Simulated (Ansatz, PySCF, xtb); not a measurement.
Torsion H4–N1–Sn2–Cl3 in ClH2NSn (SMILES [NH2][Sn][Cl]); at each angle all else is relaxed with GFN2-xTB, and the levels are single points there.
Geometry at 180° (charge 0, multiplicity 1):
```json
[
 {"atom": "N", "x (Å)": "-0.8064", "y (Å)": "-0.0439", "z (Å)": "-0.0309"},
 {"atom": "Sn", "x (Å)": "1.0202", "y (Å)": "-0.8380", "z (Å)": "-0.5231"},
 {"atom": "Cl", "x (Å)": "0.6355", "y (Å)": "-2.9654", "z (Å)": "0.4466"},
 {"atom": "H", "x (Å)": "-1.1425", "y (Å)": "0.8870", "z (Å)": "-0.2364"},
 {"atom": "H", "x (Å)": "-1.5425", "y (Å)": "-0.5243", "z (Å)": "0.4698"}
]
```

On the grid 0° to 330°, 270° is the highest and 180° the lowest point at MP2/CBS(def2-TZVPP, def2-QZVPP) + ΔCCSD(T)/def2-TZVPP.

Rows in 3-21G carry no dispersion term and start afresh at each structure; the Pople sets are all-electron and without relativity.

Programs: Ansatz (Gaussian basis) for Hartree–Fock, density functionals and correlated methods; PySCF for 3-21G rows, the dispersion terms; xtb for the GFN methods. Values without a source in brackets are computed. In def2 rows elements past Kr take small-core potentials, without spin–orbit coupling.

Q: What energy at 270° less that at 180° does GFN-FF give?

A: 3.3 kcal/mol

Q: Estimate the energy at 270° less that at 180° that r2SCAN-D4/def2-TZVPP returns for this input.

A: 9.5 kcal/mol

Q: Predict the energy at 270° less that at 180° from B3LYP/3-21G.

A: 12.5 kcal/mol

Ansatz is a quantum-chemistry and plane-wave program.
